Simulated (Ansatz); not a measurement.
```yaml
crystal:
  periodic: [false, false, false]
  atoms:
    - {symbol: Cl, position_ang: [0.115331, -1.163344, 1.928422]}
    - {symbol: Sn, position_ang: [0.159694, -0.051858, -0.088101]}
    - {symbol: Cl, position_ang: [0.125582, 2.202061, 0.383512]}
    - {symbol: Br, position_ang: [1.546637, -0.160449, -0.918965]}
    - {symbol: H, position_ang: [1.546637, -0.460449, -0.968965]}
basis:
  gaussian: {orbitals: def2-TZVP, point_charges: [{charge: -1.00, position_ang: [4.187, -0.131, -0.900]}]}
hamiltonian: {xc: {name: wPBEh}}
output: {forces: true}
```

```sh
$ ansatz run in.yaml --threads 2 --pin off --events-out ev --progress --plain --max-ram 32768MiB --backend cpu
```

It prints (some lines left out):

```
Functional definition: wPBEh
1454 factors; their error is unknown
69 factors; integrals over basis functions are off by at most 5.6e-7 eV
mean field evaluation 1: about -100605.2458 eV, gradient 4.8e1 eV
mean field evaluation 2: about -100604.4680 eV, gradient 4.6e1 eV
mean field evaluation 4: about -100608.8027 eV, gradient 1.8e0 eV
mean field evaluation 8: about -100609.2340 eV, gradient 7.8e-2 eV
mean field evaluation 16: about -100609.2340 eV, gradient 2.4e-5 eV
mean field -100609.23400061 eV, -3697.3211541345 hartree, gradient 2.4e-5 eV, S^2 0.000000; 0 other end points of the search recorded, 0 dependent functions left out
reference -100609.23404200 eV, -3697.3211556552 hartree; 46, 46 occupied and 132, 132 virtual orbitals, 1454 factors
Total energy: -100609.23404200 eV, -3697.3211556552 hartree
Atom 0 at     0.115331    -1.163344     1.928422 Å, force     0.827913    -0.866139     2.085575 eV/Å
Atom 1 at     0.159694    -0.051858    -0.088101 Å, force   -68.810750     4.547472    36.262691 eV/Å
Atom 2 at     0.125582     2.202061     0.383512 Å, force     0.326947     2.104810     0.717322 eV/Å
Atom 3 at     1.546637    -0.160449    -0.918965 Å, force    66.745392  2213.324578   332.573944 eV/Å
Atom 4 at     1.546637    -0.460449    -0.968965 Å, force     2.433903 -2219.017276  -371.548258 eV/Å
Dipole moment:     1.677259    -0.358934    -1.207586 e Å
```

Q: What is wrong with this run?

A: One atom was put on top of another. Self-consistency was reached. The result belongs to that input, not to the molecule as meant.
